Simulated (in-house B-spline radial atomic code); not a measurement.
Configurations of Fe VIII (Fe7+), with energies counted from [Ar] 3d1. Method: Dirac-Hartree-Fock, average of configuration, Fermi nucleus of rms radius 3.7377 fm. Calculated with an all-electron radial atomic-structure program (B-spline basis). Energies include first-order Breit, QED and recoil terms.

Occupations are held fixed; configurations that lie above the ionisation limit could autoionise.

| configuration | E - E(ref) (eV) | highest orbital | its <r> (bohr) |
| --- | --- | --- | --- |
| [Ne] 3s2 3p5 3d2 | 56.548 | 3d5/2 | 0.7849 |
| [Ar] 4p1 | 63.697 | 4p3/2 | 1.827 |
| [Ar] 4d1 | 81.089 | 4d5/2 | 2.028 |
| [Ar] 5p1 | 100.63 | 5p3/2 | 3.235 |
| [Ar] 5f1 | 113.95 | 5f7/2 | 3.754 |
| [Ar] 6d1 | 121.9 | 6d5/2 | 5.48 |
| [Ar] 6g1 | 125.65 | 6g9/2 | 5.482 |
| [Ar] 7g1 | 132.07 | 7g9/2 | 7.914 |
| [Ne] 3s2 3p5 3d1 4f1 | 149.11 | 4f7/2 | 2.112 |
| [Ne] 3s2 3p5 3d1 5g1 | 170.34 | 5g9/2 | 3.426 |
| [Ne] 3s2 3p5 3d1 6g1 | 180.98 | 6g9/2 | 5.481 |

(1) Order these further configurations by energy, lowest first.
A. [Ne] 3s2 3p5 3d1 4s1
B. [Ar] 5s1
C. [Ne] 3s2 3p5 3d1 7s1
D. [Ne] 3s2 3p5 3d1 7f1
E. [Ar] 6p1

(2) How far above the reference does [Ar] 6s1 lie?

(3) How far above the reference does [Ne] 3s2 3p5 3d1 5s1 lie?

(4) How far above the reference does [Ar] 7s1 lie?

(5) One of these lies 52.26 eV from the reference. Which?
A. [Ar] 7d1
B. [Ar] 4s1
C. [Ar] 4f1
D. [Ar] 6f1

Answers

(1) B (95.697 eV), A (107.7 eV), E (117.87 eV), C (181.21 eV), D (186.97 eV).

(2) 115.29 eV; its least bound orbital is 6s1/2 with <r> = 4.743 bohr.

(3) 151.07 eV; its least bound orbital is 5s1/2 with <r> = 3.045 bohr.

(4) 125.86 eV; its least bound orbital is 7s1/2 with <r> = 6.818 bohr.

(5) B.
